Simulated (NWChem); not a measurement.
Polarisability of H$_{2}$B (+1)

```xyz
3

B      0.0000     0.0000     0.0000
H      0.0000     0.0000    -1.1927
H      0.0000     0.0000     1.1927
```
Charge +1, spin multiplicity 1.

All runs are NWChem calculations. Structure: optimised with B3LYP/def2-SVP, a minimum by its harmonic frequencies.

Basis set: aug-cc-pVDZ. The field's frequency is 0.0773 Ha (589 nm).

The correlated methods keep 1 core orbital frozen. B3LYP has NWChem's definition, with VWN1-RPA local correlation. The spin multiplicity of the parent species was assumed, not shown to be that of its ground state. The structure started from a generated list of species. Coupled-cluster values serve here as a point of comparison, not as the truth.

Order these methods by the isotropic polarisability they give, lowest first: LDA (SVWN5), B3LYP, PBE, HF, CCSD linear response.

HF (9.66 bohr³), CCSD linear response (9.78 bohr³), B3LYP (10.01 bohr³), PBE (10.19 bohr³), LDA (SVWN5) (10.35 bohr³)
